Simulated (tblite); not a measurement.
Write a Z-matrix for `C[C@@]1(CC)[C@@H](C1)C(=O)Cl` as optimised with GFN2-xTB.

Z-matrix in Å and degrees, rows numbered from 1:
```
C 
C   1  1.5277
C   2  1.5147  1  112.01
C   3  1.5113  2  114.62  1   -68.14
C   3  1.4840  2  119.01  1    80.11
C   5  1.5195  3   61.65  2   109.17
C   6  1.4526  3  120.71  5   106.12
O   7  1.1892  6  129.56  3   -44.61
Cl  7  1.7838  6  111.42  3   135.15
H   1  1.0873  2  110.38  3   -54.36
H   1  1.0869  2  109.79  3  -173.93
H   1  1.0869  2  111.32  3    66.34
H   2  1.0928  1  109.42  3  -121.32
H   2  1.0899  1  108.60  3   121.10
H   4  1.0878  3  109.93  2    63.57
H   4  1.0882  3  110.49  2   -56.04
H   4  1.0869  3  111.17  2  -176.76
H   5  1.0794  3  119.72  6   106.41
H   5  1.0797  3  118.06  6  -105.82
H   6  1.0810  3  115.80  5  -108.33
```

Of the pairs four or more bonds apart, O8···H14 is among the closest relative to their van der Waals radii: 2.27 Å, 83 % of the sum of Bondi's values. The 7 C–C bonds span 1.453 Å (C6–C7, drawn single) to 1.539 Å (C3–C6, drawn single), a spread of 0.086 Å. The 3-membered ring C3–C5–C6 has internal angles of 58.0° to 61.7°.

Structure optimised with GFN2-xTB, isolated species.

Point group: C1 (no symmetry element, even within 0.4 Å). Its GFN2-xTB frequencies are all real (lowest 43 cm⁻¹). One conformer, not necessarily the lowest (C1–C2–C3–C4 -68°, C5–C6–C7–O8 23°). 2 starts were optimised and ended at 0.00 and 2.08 kcal/mol (GFN2-xTB); the lowest of these is shown.

These are computed values.
